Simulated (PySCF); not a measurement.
Se(Cl)2 cation (Cl2Se), SMILES Cl[Se]Cl (connectivity only; charge and spin as stated), charge +1, multiplicity 2. Geometry: TPSSh-D3(BJ)/def2-TZVP. The multiplicity is an assumed one; other spin states were not compared. The isomer is the one that the SMILES or the coordinates give; other isomers of the formula were not compared.

Computed with TPSSh-D3(BJ)/def2-TZVP in PySCF.

Harmonic wavenumbers (cm⁻¹): 176, 462, 473. Rotational constants (GHz): 8.347, 2.621, 1.995; symmetry number 2.

Task: Work out the zero-point energy and the ideal-gas rigid-rotor harmonic-oscillator thermochemistry at 298.15 K and 1 atm.

Result: ZPE = ½ Σ hcν = ½ × 1112 cm⁻¹ = 1.59 kcal/mol. H − E(el) = 4.65 kcal/mol. Entropy in cal/(mol K): translation 40.92, rotation 25.02, vibration 3.85, spin 1.38, total 71.18. G − E(el) = -16.57 kcal/mol. Cp = 12.46 cal/(mol K).
